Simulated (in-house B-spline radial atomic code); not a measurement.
Successive ionisation energies of gold; each step leads to the configuration of the next row (after the last: [Ne] 3s2 3p2). NIST's values go from ground level to ground level; the uncertainty of those that are theory runs from under 0.1 % in few-electron ions to several per cent in heavy many-electron ones. Computed with an all-electron radial atomic-structure program (B-spline basis): non-relativistic Hartree-Fock, average of the configuration, point nuclei.

This level leaves out relativity, spin-orbit splitting included, which matters for heavy ions.

| ion | configuration | ionisation energy (eV) | tabulated value (eV) | tabulated kind | computed minus tabulated (eV) | highest orbital | largest mean radius (bohr) |
| --- | --- | --- | --- | --- | --- | --- | --- |
| Au50+ | [Ar] 3d10 4s1 | 2736.7 | 2941 | semi-empirical | -204 | 4s | 0.38409 |
| Au51+ | [Ar] 3d10 | 4906.5 | 4888 | measured | 19 | 3d | 0.19824 |
| Au52+ | [Ar] 3d9 | ? | ? | tabulated theory | ? | ? | ? |
| Au53+ | [Ar] 3d8 | 5186.0 | 5156 | tabulated theory | 30 | 3d | 0.19638 |
| Au54+ | [Ar] 3d7 | 5328.0 | 5307 | tabulated theory | 21 | 3d | 0.19547 |
| Au55+ | [Ar] 3d6 | 5471.5 | 5452 | tabulated theory | 19 | 3d | 0.19455 |
| Au56+ | [Ar] 3d5 | 5616.5 | 5594 | tabulated theory | 22 | 3d | 0.19365 |
| Au57+ | [Ar] 3d4 | ? | ? | tabulated theory | ? | ? | ? |
| Au58+ | [Ar] 3d3 | 5910.8 | 5994 | tabulated theory | -83 | 3d | 0.19186 |
| Au59+ | [Ar] 3d2 | 6060.2 | 6156 | tabulated theory | -96 | 3d | 0.19097 |
| Au60+ | [Ar] 3d1 | 6211.1 | 6305 | tabulated theory | -94 | 3d | 0.19009 |
| Au61+ | [Ne] 3s2 3p6 | ? | ? | tabulated theory | ? | ? | ? |
| Au62+ | [Ne] 3s2 3p5 | 6738.5 | 6854 | tabulated theory | -116 | 3p | 0.18857 |
| Au63+ | [Ne] 3s2 3p4 | 6869.0 | 6997 | tabulated theory | -128 | 3p | 0.18793 |
| Au64+ | [Ne] 3s2 3p3 | 7000.3 | 7130 | tabulated theory | -130 | 3p | 0.18729 |

Problem. Fill in the row of Au52+.

Solution. ionisation energy (eV): 5045.5; tabulated value (eV): 5013; computed minus tabulated (eV): 33; highest orbital: 3d; largest mean radius (bohr): 0.19731.

Problem. Fill in the row of Au57+.

Solution. ionisation energy (eV): 5762.9; tabulated value (eV): 5846; computed minus tabulated (eV): -83; highest orbital: 3d; largest mean radius (bohr): 0.19275.

Problem. Fill in the row of Au61+.

Solution. ionisation energy (eV): 6608.8; tabulated value (eV): 6724; computed minus tabulated (eV): -115; highest orbital: 3p; largest mean radius (bohr): 0.18922.

Problem. Where is the largest jump?

Solution. From Au50+ to Au51+, by a factor of 1.79 (2736.7 to 4906.5 eV); the highest orbital goes from 4s to 3d.
